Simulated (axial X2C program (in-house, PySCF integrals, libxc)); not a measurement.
# Potential curves of NbH, 2c

All values were computed with an in-house relativistic program for diatomic molecules. Two-component (2c) means X2C with spin–orbit coupling and atomic mean-field two-electron Coulomb and Gaunt terms. Basis: Nb dyall-cv3z [11s12p9d5f3g], H dyall-v3z [6s2p1d] (cores contracted in-house); Gaussian nuclei, density fitting, unrestricted open shells. Masses: Nb 92.906 u, H 1.008 u.

State: Ω = 1 (⟨Sz⟩ = 1.92, ⟨Lz⟩ = -0.92 at B97-3). Energies in eV from the lowest point of each curve. Fits are polynomials in 1 − R0/R over 0.85 to 1.23 times the lowest point R0.

```
 R (Å)   B97-3    PBE0
1.5521  0.3949  0.3852
1.6234  0.1743  0.1669
1.6770  0.0737  0.0685
1.7305  0.0184  0.0156
1.7840  0.0000  0.0000
1.8464  0.0164  0.0200
1.9089  0.0653  0.0728
1.9892  0.1643  0.1769
2.0873  0.3244  0.3432
2.2300  0.6030  0.6290
```

The state is one determinant whose occupation by symmetry is held fixed; it was picked as the lowest of a PBE0 search that is not exhaustive. Density functionals use the spin component along the axis (collinear). Without a current term, density functionals place determinants with orbital angular momentum somewhat too high. With several unpaired electrons one determinant need not be a pure state. Open-shell Ω = 0 determinants with evenly filled partner blocks cannot be reached by this program, so the Ω shown need not be the lowest component. The lowest spin-free determinant has another configuration (M_S = 2, Λ = 2), so the order of states is uncertain and this need not be the ground state.

Question: What are Re and ωe at the B97-3 level?

Answer: At B97-3, 2c: Re = 1.788 Å, ωe ≈ 1680 cm⁻¹; Be follows as 5.29 cm⁻¹.

Question: Fit the PBE0 curve near its minimum: give the equilibrium distance and the harmonic wavenumber.

Answer: At PBE0, 2c: Re = 1.783 Å, ωe ≈ 1710 cm⁻¹; Be follows as 5.32 cm⁻¹.
